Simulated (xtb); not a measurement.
H₃P, charge +1, doublet, from a rough starting geometry (a state made from the parent by changing its charge; the spin is typed, not shown lowest); GFN2-xTB in xtb.

Input for xtb:
```
$ xtb mol.xyz --gfn 2 --chrg 1 --uhf 1 --opt vtight --json

# file mol.xyz
4

P     -0.03645149     0.06415092     0.50862673
H      0.02308756     1.19730042    -0.20605445
H      1.09156379    -0.59421995    -0.17802660
H     -1.01369676    -0.62874895    -0.17077422
```

It wrote (shortened):

```
   ID    Z sym.   atoms
    1   15 P      1
    2    1 H      2-4

           -------------------------------------------------
          |                Calculation Setup                |
           -------------------------------------------------

           -------------------------------------------------
          |                 G F N 2 - x T B                 |
           -------------------------------------------------

          ...................................................
          :                      SETUP                      :
          :.................................................:
          :  # basis functions                  13          :
          :  # atomic orbitals                  12          :
          :  # shells                            6          :
          :  # electrons                         7          :
          :  max. iterations                   250          :
          :  Hamiltonian                  GFN2-xTB          :
          :  restarted?                      false          :
          :  GBSA solvation                  false          :
          :  PC potential                    false          :
          :  electronic temp.          300.0000000     K    :
          :  accuracy                    1.0000000          :
          :  -> integral cutoff          0.2500000E+02      :
          :  -> integral neglect         0.1000000E-07      :
          :  -> SCF convergence          0.1000000E-05 Eh   :
          :  -> wf. convergence          0.1000000E-03 e    :
          :  Broyden damping             0.4000000          :
          :  net charge                          1          :
          :  unpaired electrons                  1          :
          ...................................................

 iter      E             dE          RMSdq      gap      omega  full diag
   1     -3.4948217 -0.349482E+01  0.726E+00    5.59       0.0  T
   2     -3.5145871 -0.197654E-01  0.376E+00    5.85       1.0  T
   3     -3.5159233 -0.133620E-02  0.167E+00    6.00       1.0  T
   4     -3.5159641 -0.407534E-04  0.214E-01    6.02       1.0  T
   5     -3.5159931 -0.290364E-04  0.354E-02    6.04       1.4  T
   6     -3.5159938 -0.640528E-06  0.155E-02    6.04       3.2  T
   7     -3.5159937  0.459767E-07  0.106E-02    6.04       4.7  T
   8     -3.5159938 -0.633688E-07  0.208E-03    6.04      24.0  T
   9     -3.5159938 -0.298838E-08  0.191E-04    6.04     261.4  T
  10     -3.5159938  0.141154E-10  0.173E-04    6.04     288.9  T

   *** convergence criteria satisfied after 10 iterations ***

         :::::::::::::::::::::::::::::::::::::::::::::::::::::
         ::                     SUMMARY                     ::
         :::::::::::::::::::::::::::::::::::::::::::::::::::::
         :: total energy              -3.486604380413 Eh    ::
         :: gradient norm              0.072815944233 Eh/a0 ::
         :: HOMO-LUMO gap              6.038420705020 eV    ::
         ::.................................................::
         :: SCC energy                -3.515993774782 Eh    ::
         :: -> isotropic ES            0.131056160052 Eh    ::
         :: -> anisotropic ES         -0.011518890825 Eh    ::
         :: -> anisotropic XC          0.005142021774 Eh    ::
         :: -> dispersion             -0.000522826498 Eh    ::
         :: repulsion energy           0.029389394370 Eh    ::
         :: add. restraining           0.000000000000 Eh    ::
         :: total charge               1.000000000000 e     ::
         :::::::::::::::::::::::::::::::::::::::::::::::::::::

      -----------------------------------------------------------
     |                   =====================                   |
     |                        A N C O P T                        |
     |                   =====================                   |
     |               Approximate Normal Coordinate               |
[...]
 * total energy  :    -3.4866044 Eh     change       -0.2265033E-10 Eh
 * total energy  :    -3.5049276 Eh     change       -0.1832325E-01 Eh
 * total energy  :    -3.5063304 Eh     change       -0.1402813E-02 Eh
 * total energy  :    -3.5067429 Eh     change       -0.4124925E-03 Eh
 * total energy  :    -3.5069482 Eh     change       -0.2053058E-03 Eh
 * total energy  :    -3.5069756 Eh     change       -0.2739987E-04 Eh
 * total energy  :    -3.5069765 Eh     change       -0.8551423E-06 Eh
 * total energy  :    -3.5069766 Eh     change       -0.1124133E-06 Eh
 * total energy  :    -3.5069766 Eh     change       -0.4063576E-08 Eh
   *** GEOMETRY OPTIMIZATION CONVERGED AFTER 9 ITERATIONS ***
         :: total energy              -3.506976614814 Eh    ::
[...]
         ::.................................................::
         :: SCC energy                -3.536131008642 Eh    ::
         :: -> isotropic ES            0.129471879958 Eh    ::
         :: -> anisotropic ES         -0.018502789550 Eh    ::
         :: -> anisotropic XC          0.004412933370 Eh    ::
         :: -> dispersion             -0.000484977505 Eh    ::
         :: repulsion energy           0.029154393829 Eh    ::
         :: add. restraining           0.000000000000 Eh    ::
         :: total charge               1.000000000000 e     ::
         :::::::::::::::::::::::::::::::::::::::::::::::::::::

           -------------------------------------------------
          |                Property Printout                |
           -------------------------------------------------

    * Orbital Energies and Occupations

         #    Occupation            Energy/Eh            Energy/eV
      -------------------------------------------------------------
         1        2.0000           -0.9173224             -24.9616
         2        2.0000           -0.7286887             -19.8286
         3        2.0000           -0.7286823             -19.8285
         4        1.0000           -0.6124524             -16.6657 (HOMO)
         5                         -0.4019947             -10.9388 (LUMO)
         6                         -0.4019817             -10.9385
         7                         -0.3647740              -9.9260
         8                         -0.2491416              -6.7795
         9                         -0.2491376              -6.7794
        10                          0.1707211               4.6456
        11                          0.6171246              16.7928
        12                          0.6172437              16.7961
      -------------------------------------------------------------
                  HL-Gap            0.2104577 Eh            5.7268 eV
             Fermi-level           -0.5888955 Eh          -16.0247 eV

     #   Z          covCN         q      C6AA      α(0)
     1  15 P        2.931     0.460   141.447    21.368
     2   1 H        0.977     0.180     1.202     1.713
     3   1 H        0.977     0.180     1.202     1.713
     4   1 H        0.977     0.180     1.202     1.713

 Mol. C6AA /au·bohr⁶  :        229.912692
 Mol. C8AA /au·bohr⁸  :       9976.251503
 Mol. α(0) /au        :         26.508298

Wiberg/Mayer (AO) data.
largest (>0.10) Wiberg bond orders for each atom

 ---------------------------------------------------------------------------
     #   Z sym  total        # sym  WBO       # sym  WBO       # sym  WBO
 ---------------------------------------------------------------------------
     1  15 P    2.704 --     3 H    0.901     4 H    0.901     2 H    0.901
     2   1 H    0.967 --     1 P    0.901
     3   1 H    0.967 --     1 P    0.901
     4   1 H    0.967 --     1 P    0.901
 ---------------------------------------------------------------------------

Topologies differ in total number of bonds
Writing topology from bond orders to xtbtopo.mol

molecular dipole:
                 x           y           z       tot (Debye)
 q only:        0.030       0.021       0.115
   full:        0.030       0.018      -0.021       0.105
molecular quadrupole (traceless):
                xx          xy          yy          xz          yz          zz
 q only:        0.812       0.001       0.810       0.015      -0.054      -1.622
  q+dip:        1.340       0.001       1.338       0.015      -0.095      -2.679
   full:        0.866       0.001       0.864       0.009      -0.061      -1.730

optimized geometry written to: xtbopt.xyz

           -------------------------------------------------
          | TOTAL ENERGY               -3.506976614814 Eh   |
          | GRADIENT NORM               0.000012534700 Eh/α |
          | HOMO-LUMO GAP               5.726844926828 eV   |
           -------------------------------------------------
```
